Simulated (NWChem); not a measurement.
System: BH₂SOF; SMILES OB(F)S

Parts of the log:

```
             Northwest Computational Chemistry Package (NWChem) 7.3.0
             --------------------------------------------------------

                             Geometry "geometry" -> ""
                             -------------------------

 Output coordinates in angstroms (scale by  1.889725989 to convert to a.u.)

  No.       Tag          Charge          X              Y              Z
 ---- ---------------- ---------- -------------- -------------- --------------
    1 B                    5.0000     0.01375800    -0.45758900     0.00000000
    2 F                    9.0000    -1.11884500    -1.16906900     0.00000000
    3 O                    8.0000     1.22266900    -1.07219500     0.00000000
    4 H                    1.0000     1.13247800    -2.03848100     0.00000000
    5 S                   16.0000    -0.12172200     1.36117800     0.00000000
    6 H                    1.0000     1.20672100     1.59455400     0.00000000

 Effective nuclear repulsion energy (a.u.)     145.7471787605

                              NWChem Property Module
                              ----------------------

                                 NWChem DFT Module
                                 -----------------

 Summary of "ao basis" -> "ao basis" (spherical)
 ------------------------------------------------------------------------------
       Tag                 Description            Shells   Functions and Types
 ---------------- ------------------------------  ------  ---------------------
 B                        aug-cc-pvdz                9       23   4s3p2d
 F                        aug-cc-pvdz                9       23   4s3p2d
 O                        aug-cc-pvdz                9       23   4s3p2d
 H                        aug-cc-pvdz                5        9   3s2p
 S                        aug-cc-pvdz               11       27   5s4p2d

            General Information
            -------------------
          SCF calculation type: DFT
          Wavefunction type:  closed shell.
          No. of atoms     :     6
          No. of electrons :    40
           Alpha electrons :    20
            Beta electrons :    20
          Charge           :     0
          Spin multiplicity:     1
          Use of symmetry is: off; symmetry adaption is: off
          Maximum number of iterations: 150
          AO basis - number of functions:   114
                     number of shells:    48
          Convergence on energy requested:  1.00D-06
          Convergence on density requested:  1.00D-05
          Convergence on gradient requested:  5.00D-04

              XC Information
              --------------
                         B3LYP Method XC Potential
                     Hartree-Fock (Exact) Exchange  0.200
                        Slater Exchange Functional  0.800 local
                    Becke 1988 Exchange Functional  0.720 non-local
              Lee-Yang-Parr Correlation Functional  0.810
                  VWN I RPA Correlation Functional  0.190 local

             Grid Information
             ----------------
          Grid used for XC integration:  medium
          Radial quadrature: Mura-Knowles
          Angular quadrature: Lebedev.
          Tag              B.-S. Rad. Rad. Pts. Rad. Cut. Ang. Pts.
          ---              ---------- --------- --------- ---------
          B                   0.85       49          13.0       434
          F                   0.50       49          13.0       434
          O                   0.60       49          12.0       434
          H                   0.35       45          14.0       434
          S                   1.00       88          14.0       590
          Grid pruning is: on
          Number of quadrature shells:   325
          Spatial weights used:  Erf1

      Superposition of Atomic Density Guess
      -------------------------------------

 Sum of atomic energies:        -597.16603496

      Non-variational initial energy
      ------------------------------

 Total energy =    -598.401731
 1-e energy   =   -1114.290112
 2-e energy   =     370.141202
 HOMO         =      -0.342286
 LUMO         =       0.015095

   convergence    iter        energy       DeltaE   RMS-Dens  Diis-err
 ---------------- ----- ----------------- --------- --------- ---------
 d= 0,ls=0.0,diis     1   -599.4141582188 -7.45D+02  1.31D-02  8.12D-01
 d= 0,ls=0.0,diis     2   -599.3947380879  1.94D-02  4.96D-03  1.25D+00
 d= 0,ls=0.0,diis     3   -599.5040912180 -1.09D-01  9.69D-04  3.21D-02
 d= 0,ls=0.0,diis     4   -599.5065109362 -2.42D-03  3.81D-04  3.00D-03
 d= 0,ls=0.0,diis     5   -599.5068768691 -3.66D-04  1.01D-04  4.29D-04
  Resetting Diis
 d= 0,ls=0.0,diis     6   -599.5069266492 -4.98D-05  2.75D-05  2.42D-05
 d= 0,ls=0.0,diis     7   -599.5069287814 -2.13D-06  1.52D-05  1.90D-06
 d= 0,ls=0.0,diis     8   -599.5069285466  2.35D-07  9.45D-06  4.60D-06

         Total DFT energy =     -599.506928546646
      One electron energy =    -1117.107996535859
           Coulomb energy =      421.482599297074
    Exchange-Corr. energy =      -49.628710068386
 Nuclear repulsion energy =      145.747178760526

 Numeric. integr. density =       39.999989082547

                       DFT Final Molecular Orbital Analysis
                       ------------------------------------

[...]

 DFT Linear Response polarizability / au
 Frequency  =       0.0773000 / au
 Wavelength =     589.4353558 / nm
              X              Y              Z
 -----------------------------------------------
 X      39.5686577     -1.7491072      0.0000000
 Y      -1.7490714     51.4157163     -0.0000000
 Z       0.0000000     -0.0000000     33.9109091
 -----------------------------------------------
 Eigenvalues =      39.3158147     51.6685593     33.9109091
 Isotropic   =      41.6317611
 Anisotropic =      15.7660624
 -----------------------------------------------

 Magnetic Dipole Response Matrix (nonzero elements):

 Exiting AOResponse driver routine
```

Level: B3LYP/aug-cc-pVDZ. Geometry: optimised at B3LYP/6-31G* (spherical d). B3LYP is NWChem's, with the RPA form of VWN correlation.

Problem. Write an input that gives this output.

Solution. This is not unique; one that fits is the input that was run:
```
start job
memory heap 200 mb stack 900 mb global 1100 mb
geometry units angstroms noautosym nocenter noautoz
  B      0.013758    -0.457589     0.000000
  F     -1.118845    -1.169069     0.000000
  O      1.222669    -1.072195     0.000000
  H      1.132478    -2.038481     0.000000
  S     -0.121722     1.361178     0.000000
  H      1.206721     1.594554     0.000000
end
basis spherical
  B library aug-cc-pvdz
  F library aug-cc-pvdz
  O library aug-cc-pvdz
  H library aug-cc-pvdz
  S library aug-cc-pvdz
end
dft
  xc b3lyp
  iterations 150
end
property
  response 1 0.0773
end
task dft property
```
